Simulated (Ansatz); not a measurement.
An input meant for the cluster VSe2 (charge 0, doublet).

```yaml
crystal:
  periodic: [true, true, true]
  atoms:
    - {symbol: V, position_ang: [0.288087, 0.489635, 0.596282]}
    - {symbol: Se, position_ang: [1.505988, -0.371373, -0.991407]}
    - {symbol: Se, position_ang: [-1.794065, -0.118272, 0.395124]}
basis:
  gaussian: {orbitals: 6-31G}
magnetization: {spin_polarized: true, initial_magnetization: 1}
hamiltonian: {xc: {name: LC-wPBE}}
scf: {omitted_lower_state_checks: [starts]}
output: {forces: true}
```

```sh
$ ansatz run in.yaml --threads 2 --pin off --events-out ev --progress --plain --max-ram 4352MiB
```

Shortened log:

```
Error: YAML parse error: error: line 2 column 3: crystal: missing field `lattice` (a structure is typed as `lattice` and `atoms`, a molecule's as `atoms` in Å alone, or read from a run's directory, `checkpoint`)
 --> <input>:2:3
  |
1 | crystal:
2 |   periodic: [true, true, true]
  |   ^ crystal: missing field `lattice` (a structure is typed as `lattice` and `atoms`, a molecule's as `atoms` in Å alone, or read from a run's directory, `checkpoint`)
3 |   atoms:
4 |     - {symbol: V, position_ang: [0.288087, 0.489635, 0.596282]}
  |
```

In this input the species is marked periodic without a cell. The program refused the input.
